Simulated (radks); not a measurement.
Spherical quantum dot in the effective-mass picture: electrons in a hard-walled sphere of radius 2.12, all in effective atomic units (hartree* = m*/eps^2 hartree, bohr* = eps/m* bohr), one dielectric constant everywhere. Method: non-relativistic Kohn-Sham, r2SCAN, spin-polarised, spherical densities, generalised Kohn-Sham scheme; computed with a radial shooting solver with Libxc functionals. Levels are named by radial order and angular momentum (1s, 1p, 1d, 2s, ...), and open shells are averaged over m.

N = 9, configuration 1s2 1p6 1d(up 1, down 0). This is the lowest configuration that the search found. Occupied and some empty levels:

| level | occupation | eigenvalue (hartree*) | <r> (bohr*) |
|---|---|---|---|
| 1s up | 1 | 6.7143 | 1.220 |
| 1s down | 1 | 6.7578 | 1.212 |
| 1p up | 3 | 7.5940 | 1.344 |
| 1p down | 3 | 7.6540 | 1.341 |
| 1d up | 1 | 8.8933 | 1.430 |
| 1d down | 0 | 8.9618 | 1.429 |
| 2s up | 0 | 10.267 | 1.005 |
| 2s down | 0 | 10.289 | 1.014 |
| 1f up | 0 | 10.550 | 1.494 |
| 1f down | 0 | 10.622 | 1.493 |
| 2p up | 0 | 12.436 | 1.127 |
| 2p down | 0 | 12.460 | 1.128 |

Energy (hartree*): total 42.3885, kinetic 20.199, external 0, Hartree 27.631, exchange-correlation -5.4417.
